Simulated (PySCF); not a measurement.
Work out the structure from these simulated measurements.

Formula: C3H11PSi2.

| Property | Result |
| --- | --- |
| UV, first state | lowest singlet excitation: 6.21 eV (200 nm, f = 0.007) [TDDFT CAM-B3LYP/def2-SVPD] |
| Triplet | lowest triplet excitation (Tamm–Dancoff): 5.63 eV [TDA CAM-B3LYP/def2-SVPD] |
| NMR, other nuclei | isotropic shieldings of nuclei other than C and H, by class: 348 (1 Si), 379 (1 Si), 606 (1 P) ppm [GIAO PBE0/pcSseg-1] |
| Dipole | 0.85 D [CAM-B3LYP/def2-SVPD] |
| 13C NMR | chemical shifts (computed TMS as zero) by class: 16.2 (1 C), 13.8 (1 C), 1.2 (1 C) ppm [GIAO PBE0/pcSseg-1] |
| Rotational structure | rotational constants A, B, C: 2.618, 1.325, 1.057 GHz [GFN2-xTB] |
| 1H NMR | chemical shifts (computed TMS as zero) by class: 5.36 (1 H), 4.82 (1 H), 4.54 (1 H), 1.61 (1 H), 1.26 (3 H), 1.13 (2 H), 0.83 (1 H), 0.34 (1 H) ppm [GIAO PBE0/pcSseg-1] |
| Polarisability | 112.8 au [CAM-B3LYP/def2-SVPD] |
| UV, strongest line | among the 8 lowest singlet transitions: S4 at 6.77 eV (183 nm, f = 0.127) [TDDFT CAM-B3LYP/def2-SVPD] |

Gas-phase values; electronic properties from PySCF, density fitting. Levels stand in brackets. The structure is a single GFN2-xTB conformer in the gas phase; no vibrational or solvent corrections. Each NMR value is the plain mean over a class of atoms that symmetry, rotation or inversion makes alike.

Problem. Give a SMILES that accounts for the data.

Solution. Numbering: `[CH3:1][C@@H:2]1[SiH2:3][CH2:4][Si@@H:5]1[PH2:6]`. 3 carbons fall into 3 classes; from least to most shielded: methyl carbon [C1] (16.2 ppm), ring sp3 carbon bound to silicon [C2] (13.8 ppm), ring sp3 carbon bound to silicon [C4] (1.2 ppm). Hydrogen classes from least to most shielded: 1 H on an SiH silicon, Si5 (5.36 ppm), 1 H on an SiH2 silicon, Si3 (4.82 ppm), 1 H on an SiH2 silicon, Si3 (4.54 ppm), 1 H on an sp3 carbon bound to silicon, C2 (1.61 ppm), 3 H on a methyl carbon, C1 (1.26 ppm), 2 H on a three-coordinate phosphorus, P6 (1.13 ppm), 1 H on an sp3 carbon bound to silicon, C4 (0.83 ppm), 1 H on an sp3 carbon bound to silicon, C4 (0.34 ppm). The other shieldings belong to: 348 ppm, SiH silicon [Si5]; 379 ppm, SiH2 silicon [Si3]; 606 ppm, three-coordinate phosphorus [P6]. The optimised geometry has point group C1 and is an asymmetric top. Structure: `C[C@@H]1[SiH2]C[Si@@H]1P`. Computed isomers that give other values at the same levels: `C=C(C)[SiH2]P[SiH3]` (static isotropic polarisability: 118.5 au); `C[Si]1(P)C[SiH2]C1` (13C chemical shifts (computed TMS as zero) by class: 5.5 (2 C), 3.6 (1 C) ppm); `C=C[SiH2][Si@H](C)P` (13C chemical shifts (computed TMS as zero) by class: 145.1 (1 C), 136.5 (1 C), -5.1 (1 C) ppm). The assignments are read from this structure; whether some other isomer fits the data as well wasn't checked. The mirror image fits equally.

The values belong to the conformer `[CH3:1][C@@H:2]1[SiH2:3][CH2:4][Si@@H:5]1[PH2:6]`: H–P6–Si5–C4 68°, H–P6–Si5–C4 -24°.
